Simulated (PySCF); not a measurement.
B(H) cation (BH), SMILES [BH] (connectivity only; charge and spin as stated), charge +1, multiplicity 2. Atoms are numbered in the order given.

```xyz
2

B      0.0000     0.0000    -0.2014
H      0.0000     0.0000     1.0071
```
Charge +1, spin multiplicity 2.

Coordinates come from a PBE0-D3(BJ)/def2-TZVPD optimisation. The spin state was assumed, not searched.

The numbers are results of CAM-B3LYP/def2-TZVPD in PySCF, not measurements.

Mulliken values depend strongly on the basis, most of all with diffuse functions as here. Atomic charges (e):

```json
[
 {"atom": "B1", "meta-Löwdin": "(withheld)", "Mulliken": "0.71", "Mulliken spin": "0.86"},
 {"atom": "H2", "meta-Löwdin": "(withheld)", "Mulliken": "0.29", "Mulliken spin": "0.14"}
]
```

Q: Some entries are withheld; supply them. (Estimate from the structure and the level; the computed values follow.)

A: 
- B1, meta-Löwdin: 0.82
- H2, meta-Löwdin: 0.18
